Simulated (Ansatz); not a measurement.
Basis-set extrapolation for C₂H₅FS₂Si, SMILES `FCC(=S)[SiH2]S` (PBE0-D4/def2-TZVP geometry, frozen core, the Gaussian-basis code of Ansatz). Multiplicity 1, RHF reference.

|  | def2-TZVPP | def2-QZVPP |
| --- | --- | --- |
| HF | -1262.182829 | -1262.221710 |
| MP2 correlation | -1.045890 | -1.131815 |
| CCSD(T) correlation | -1.152314 | not run |

Energies in hartree. Use E(X) = E(∞) + A·exp(−7.88·√X) for Hartree–Fock and E(X) = E(∞) + B·X^(−2.97) for correlation, with X = 3 and 4, and add CCSD(T) minus MP2 of the smaller set to the MP2 limit.

**Question.** What is the CCSD(T) energy at the basis-set limit?

**Answer.** HF limit: -1262.221710 + (-0.038881) × 0.13774 = -1262.22707. MP2 limit: -1.131815 + (-0.085925) × 0.74074 = -1.19546. Higher-order term: -1.152314 − (-1.045890) = -0.10642. Total: -1263.52895 hartree, 121.6 kcal/mol below CCSD(T)/def2-TZVPP.
